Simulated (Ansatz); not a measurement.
Input (CCSDT(Q)/cc-pV(D+d)Z; Ansatz, an electronic-structure program): A basis named .json is the Basis Set Exchange file of that set.

Ansatz 0.2 input:
```yaml
crystal:
  periodic: [false, false, false]
  atoms:
    - {symbol: Si, position_ang: [-0.78566400, -0.03763330, -0.11838433]}
    - {symbol: O, position_ang: [-0.88038257, 1.57870245, 0.22066406]}
    - {symbol: P, position_ang: [1.29926219, -0.89002228, 0.10880348]}
    - {symbol: H, position_ang: [-1.68653936, -0.69253185, 0.85053379]}
    - {symbol: H, position_ang: [-1.24542086, -0.32778801, -1.50228401]}
    - {symbol: H, position_ang: [-0.34916892, 2.18619917, -0.30013696]}
    - {symbol: H, position_ang: [1.83455272, 0.08170149, -0.78809706]}
basis:
  gaussian:
    orbitals: cc-pV_D+d_Z.json
magnetization: {spin_polarized: true, initial_magnetization: 1}
correlation: {method: ccsdt_q, electrons: outside_noble_gas}
```

Output:

```
Functional definition: HF
integrals: 0.16 GiB planned
1524 factors; integrals over basis functions are off by at most 1.8e-7 eV
mean field: 0.46 GiB planned
mean field evaluation 1: about -19233.0709 eV, gradient 2.3e1 eV
mean field evaluation 2: about -19233.1058 eV, gradient 2.3e1 eV
mean field evaluation 4: about -19235.6238 eV, gradient 2.2e0 eV
mean field evaluation 8: about -19235.6848 eV, gradient 2.3e-1 eV
mean field evaluation 16: about -19235.6869 eV, gradient 2.4e-6 eV
mean field evaluation 32: about -19233.5233 eV, gradient 3.2e-1 eV
mean field evaluation 64: about -19233.5274 eV, gradient 9.2e-3 eV
mean field -19235.68685493 eV, -706.8984535020 hartree, gradient 2.4e-6 eV, S^2 0.763649; 1 other end points of the search recorded, 0 dependent functions left out
determinant -19235.68685493 eV, -706.8984535020 hartree, with singles and doubles -19247.39692333 eV, -707.3287905781 hartree
determinant -19233.52745054 eV, -706.8190968544 hartree, with singles and doubles -19245.36113314 eV, -707.2539766687 hartree
11 core orbitals not correlated
reference -19235.68685493 eV, -706.8984535020 hartree; 10, 9 occupied and 59, 60 virtual orbitals, 1524 factors
second order -10.52899667 eV of doubles, -0.00000000 eV of singles
coupled cluster: 6.52 GiB planned
cycle   1  -11.27174547 eV  change   -7.4e-1 eV  update   9.7e-2
cycle   2  -11.78308932 eV  change   -5.1e-1 eV  update   4.2e-2
cycle   3  -12.03781163 eV  change   -2.5e-1 eV  update   2.3e-2
cycle   4  -12.02982696 eV  change    8.0e-3 eV  update   6.9e-3
cycle   5  -12.02568229 eV  change    4.1e-3 eV  update   3.9e-3
cycle   6  -12.02764794 eV  change   -2.0e-3 eV  update   1.7e-3
cycle   7  -12.02777571 eV  change   -1.3e-4 eV  update   9.5e-4
cycle   8  -12.02749859 eV  change    2.8e-4 eV  update   4.7e-4
cycle   9  -12.02766885 eV  change   -1.7e-4 eV  update   2.6e-4
cycle  10  -12.02789613 eV  change   -2.3e-4 eV  update   1.4e-4
cycle  11  -12.02771897 eV  change    1.8e-4 eV  update   9.2e-5
cycle  12  -12.02771031 eV  change    8.7e-6 eV  update   6.0e-5
cycle  13  -12.02771642 eV  change   -6.1e-6 eV  update   3.9e-5
cycle  14  -12.02771722 eV  change   -8.0e-7 eV  update   2.5e-5
cycle  15  -12.02774648 eV  change   -2.9e-5 eV  update   1.4e-5
cycle  16  -12.02775579 eV  change   -9.3e-6 eV  update   7.2e-6
cycle  17  -12.02775278 eV  change    3.0e-6 eV  update   3.9e-6
cycle  18  -12.02775135 eV  change    1.4e-6 eV  update   2.2e-6
perturbative correction -0.02587914 eV, -0.0009510410 hartree
Total energy: -19247.74048543 eV, -707.3414162523 hartree
```
